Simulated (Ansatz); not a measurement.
Calculated with Ansatz (gas phase, PBE0-D4/def2-TZVP geometries, no zero-point term in ΔE). CBS: MP2 limit from def2 TZ/QZ plus the TZ coupled-cluster correction, frozen cores. DFT in def2-TZVPP. B3LYP here is the variant with VWN-RPA as its local correlation; programs differ in this. Each species was taken in one conformer, which may not be the lowest.

Consider the cleavage of the Si–Al bond: `[CH3][Al]([OH])[SiH2]O` + `O[SiH2][SiH3]` → `O[SiH2]O[SiH2][SiH3]` + `[CH3][AlH][OH]`.

| level | ΔE (kJ/mol) | difference from CCSD(T)/CBS |
| --- | --- | --- |
| r2SCAN-D4 | -138.7 | 5.8 |
| PBE0-D4 | -126.9 | 17.6 |
| ωB97M-V | -149.3 | -4.8 |
| B2PLYP | -146.5 | -2.0 |
| PBE | -112.6 | 31.9 |
| r2SCAN | -137.8 | 6.7 |
| PBE0 | -123.8 | 20.7 |
| B3LYP | -139.2 | 5.3 |
| HF/def2-TZVPP | -167.7 | -23.2 |
| SCS-MP2/def2-TZVPP | -155.2 | -10.7 |
| CCSD/def2-TZVPP | -148.0 | -3.5 |
| HF/def2-QZVPP | -169.9 | -25.4 |
| MP2/def2-QZVPP | -154.0 | -9.5 |
| SCS-MP2/def2-QZVPP | -155.6 | -11.1 |
| HF/CBS(def2) | -170.2 | -25.7 |
| MP2/CBS(def2) | -153.0 | -8.5 |
| CCSD(T)/CBS | -144.5 | 0 |

Largest T1 diagnostic among the species: 0.012.

The D4 term adds −5.6 kJ/mol with B3LYP and −3.1 kJ/mol with PBE0; it sums over pairs of atoms, weighted by their polarisabilities, and B3LYP, whose exchange is more repulsive, gets the larger term. In def2-TZVPP, CCSD(T) changes the Hartree–Fock value by +22.7 kJ/mol (the triples alone add +3.1 kJ/mol) and MP2 by +14.2 kJ/mol. From PBE to PBE0 (25 % exact exchange), in def2-TZVPP and without D4, ΔE moves by −11.3 kJ/mol.
